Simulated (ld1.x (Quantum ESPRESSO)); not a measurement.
# Ranking RRKJ potentials for boron

All share these settings but for the change named:

boron, norm-conserving RRKJ (Kleinman–Bylander form), made with ld1.x (Quantum ESPRESSO) 7.5 (PBE, scalar-relativistic). Core [He], reference 2s2 2p0 (charge +1). Waves: 2s (bound): rc 1.55 bohr; 2p (bound, empty): rc 2.85 bohr. Local part: all-electron potential smoothed inside 2.65 bohr (lloc = -2). Core correction: none. rho0 = 0.01.

Test errors are all-electron minus pseudo excitation energies from the reference, over 2s2 2p1; 2s1 2p0; 2s2 2p0.5; 2s1 2p1; 2s2 2p1.3; 2s1 2p2; 2s0 2p3. None of these files shows a bound ghost.

The base gives 162.0 meV.

Of 10 variants that were run, those that failed, showed a ghost or another fault, or gave nearly equal values are left out.

A variant can come out equal or close to the base, since the largest error may sit in a test that the change hardly touches while other tests move.

(1) Rank these variants by their largest absolute test error, smallest first.
A. all radii scaled by about 1.19 (s 1.84, p 3.38 bohr); local potential all-electron potential smoothed inside 3.14 bohr (lloc = -2)
B. all radii scaled by about 1.20 (s 1.86, p 3.44 bohr); local potential all-electron potential smoothed inside 3.18 bohr (lloc = -2)
C. functional PW91

Results:

(1) C (155.0 meV), A (408.6 meV), B (466.5 meV).
